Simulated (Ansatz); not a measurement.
Saddle point of SiNH₇O₂, singlet (SiH₄O₂ ([OH][SiH2][OH]) + NH₃ → SiNH₅O ([NH2][SiH2][OH]) + H₂O; bonds formed: O2–H6; dative contacts that become bonds: Si1–N7; bonds broken: Si1–O2, H6–N7), PBE0-D4/def2-TZVP structure:

```xyz
11
angstrom
Si -0.5527 -0.5989 0.0841
O 1.4315 -0.0272 0.4256
H 0.0281 -1.7289 -0.6915
H -2.0162 -0.7304 -0.2278
O -0.7009 -0.5117 1.7178
H 0.8719 0.8296 -0.3751
N -0.2305 1.0084 -0.8135
H 2.0924 -0.6111 0.0491
H 0.1658 -0.3881 2.1190
H -0.3304 0.9578 -1.8199
H -0.7590 1.8005 -0.4679
```

Energies are electronic, without zero-point energy. Barriers and step energies count from the start structure reached by relaxing down the imaginary mode; all methods use the PBE0-D4 structures, on which another method's saddle can fall below an end. Program: Ansatz 0.2.0. Basis: def2-TZVPP, with def2-QZVPP for the basis limit. Cores are frozen in the correlated methods. B3LYP uses VWN-RPA correlation. Extrapolation: Hartree–Fock as exp(−7.88 √X), correlation as X^−2.97.

| method | barrier (eV) | step energy (eV) |
| --- | --- | --- |
| SPW92 | 0.996 | 0.288 |
| PBE-D4 | 1.151 | 0.211 |
| BLYP-D4 | 1.239 | 0.145 |
| r2SCAN-D4 | 1.306 | 0.297 |
| B97M-V | 1.492 | 0.341 |
| PBE0-D4 | ? | 0.248 |
| B3LYP-D4 | 1.348 | 0.180 |
| r2SCAN0-D4 | 1.396 | 0.303 |
| BHLYP-D4 | 1.523 | 0.224 |
| CAM-B3LYP-D4 | ? | 0.210 |
| wB97X-V | ? | 0.269 |
| wB97M-V | 1.389 | 0.279 |
| B2PLYP | 1.389 | 0.214 |
| PBE-QIDH | 1.401 | 0.289 |
| RPA on PBE | 1.420 | 0.275 |
| HF | 1.838 | 0.179 |
| MP2 | 1.390 | 0.280 |
| CCSD | 1.513 | 0.269 |
| CCSD(T) | 1.440 | 0.272 |

**Question.** Fill in the withheld barriers. (An estimate is asked for; the value comes from the calculation.)

**Answer.** Computed: PBE0-D4 1.300; CAM-B3LYP-D4 1.372; wB97X-V 1.395 eV. Each is the energy of the saddle less that of the start structure, by the same method.

For comparison, the barrier by CCSD(T) at an estimated basis limit (MP2 extrapolated from triple and quadruple zeta, plus CCSD(T) − MP2 in triple zeta) is 1.439 eV.

No T1 diagnostic of these runs exceeds 0.012.

Labels in which every atom is bracketed show which atoms are joined, not bond orders.

For scale, one of the runs: CCSD(T)/def2-TZVPP, 233 basis functions, launched by `ansatz run in.yaml --threads 4 --pin off --events-out ev --progress --plain --max-ram 9574MiB`. Hardware: 4 CPU threads of an Arm Neoverse V2, shared host. Wall time 88 s; peak host memory 4.2 GiB.
